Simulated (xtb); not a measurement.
xtb input:

```bash
xtb mol.xyz --gfnff --opt tight --chrg 0 --uhf 0
```
mol.xyz:
```
8

C     -2.18492120    -0.20972947    -0.81938250
O     -1.14382587     0.34345488    -0.04173121
Al     0.47964942     0.06175747     0.19330338
F      1.32295030     0.99909693     1.24119205
F      1.28203860    -1.13696295    -0.59568469
H     -2.59644756     0.55945416    -1.47661235
H     -2.98173761    -0.56392744    -0.16167749
H     -1.84202314    -1.04684188    -1.43407567
```

Q: Predict the final energy.

A: -0.94214 Eh (GFN-FF).
